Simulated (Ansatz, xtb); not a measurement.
Relative energy of two structures of C4H4BNOS

Structure X is `Bc1cnc(C=O)s1`, a singlet and structure Y is a singlet given by its coordinates. Both are isolated molecules in the gas phase, relaxed with PBE0-D3(BJ)/def2-SVP; the shapes shown needn't be the lowest conformers.

X (Å):

```xyz
12

C    -0.9668    0.9999   -0.3641
C    -0.9208   -0.0525    0.5502
C     0.4341    1.2997    1.5967
C     1.3507    1.7860    2.6478
B    -1.7585    1.0771   -1.6703
N    -0.1435    0.1191    1.6341
O     1.8813    2.8653    2.6183
S     0.0519    2.2643    0.2245
H    -2.4404    0.1317   -1.9848
H    -1.7070    2.0557   -2.3735
H    -1.4784   -0.9828    0.4184
H     1.5006    1.0494    3.4724
```

Y (Å):

```yaml
atoms:
  - { symbol: C, position_ang: [-0.3900, 0.5444, 0.3017] }
  - { symbol: C, position_ang: [0.3113, -0.7398, 1.9283] }
  - { symbol: C, position_ang: [-0.1475, 1.5104, 1.2910] }
  - { symbol: C, position_ang: [-0.4594, 2.7821, 0.7795] }
  - { symbol: B, position_ang: [-0.9149, 1.3139, -0.9745] }
  - { symbol: N, position_ang: [-0.1170, -0.7276, 0.7012] }
  - { symbol: O, position_ang: [-0.8744, 2.7705, -0.4169] }
  - { symbol: S, position_ang: [0.4345, 0.7954, 2.7470] }
  - { symbol: H, position_ang: [-0.1760, 1.2771, -1.9462] }
  - { symbol: H, position_ang: [-2.0716, 1.0775, -1.2870] }
  - { symbol: H, position_ang: [0.5937, -1.6513, 2.4638] }
  - { symbol: H, position_ang: [-0.3807, 3.7464, 1.2973] }
```

Close contacts (Å): C1–C3 1.40, C1–B5 1.58, C1–N6 1.36, C2–N6 1.30, C2–S8 1.74, C3–C4 1.41, C3–S8 1.72, C4–O7 1.27, B5–O7 1.56, C2–H11 1.09, C4–H12 1.10, B5–H9 1.22, B5–H10 1.22.

Energies in hartree; the thermal terms are from GFN2-xTB frequencies at re-optimised GFN2-xTB minima (ideal gas, soft modes damped towards free rotors, one conformer each, 298.15 K, 1 atm) and include the zero-point energy:

```
                              X           Y
E, CCSD(T)/def2-SVP  −706.083187  −706.093305
    E, MP2/def2-SVP  −705.997608  −706.003475
  E, MP2/def2-TZVPP  −706.742242  −706.749354
  zero-point energy     0.072679     0.075173
       H(298 K) − E     0.081562     0.082497
       G(298 K) − E     0.039964     0.044600
```

Task: Correct the CCSD(T) difference for the basis set by the MP2 change, then work out ΔE, ΔE₀, ΔH and ΔG for X → Y in kJ/mol (1 Eh = 2625.50 kJ/mol) and the equilibrium ratio [Y]/[X].

Result: 1. Differences Y − X: CCSD(T) −0.010118, MP2 in the small set −0.005867, MP2 in the large set −0.007112 Eh.
2. ΔE = −0.010118 + (−0.007112 − (−0.005867)) = −0.011363 Eh = −29.83 kJ/mol.
3. ΔE₀ = ΔE + ΔZPE = −0.011363 + (+0.002494) Eh = −23.29 kJ/mol.
4. ΔH = ΔE + (+0.000935) Eh = −27.38 kJ/mol.
5. ΔG = ΔE + (+0.004636) Eh = −17.66 kJ/mol, so ΔS = (ΔH − ΔG)/T = −32.6 J/(mol K).
6. kT = 0.9442 mEh, so K = [Y]/[X] = exp(−ΔG/kT) = exp(+7.12) ≈ 1.2 × 10^3.

Structure Y is favoured at this temperature. An error of 4 kJ/mol in ΔG would change K by a factor of 5. HF/def2-SVP gave ΔE the other sign. Large T1 diagnostics make the coupled-cluster value less sure. Mirror images and further conformers aren't counted.

Other levels gave ΔE = −100.2 (GFN2-xTB); −117.3 (HF/STO-3G, GFN2-xTB geometries); −58.3 (r2SCAN-D4/def2-SVP, GFN2-xTB geometries); −56.6 (PBE0-D3(BJ)/def2-SVP); +6.2 (HF/def2-SVP); −15.4 (MP2/def2-SVP); −26.6 (CCSD(T)/def2-SVP) kJ/mol. The correlated steps freeze 12 core orbitals. Programs: Ansatz 0.2.0, xtb 6.7.1.
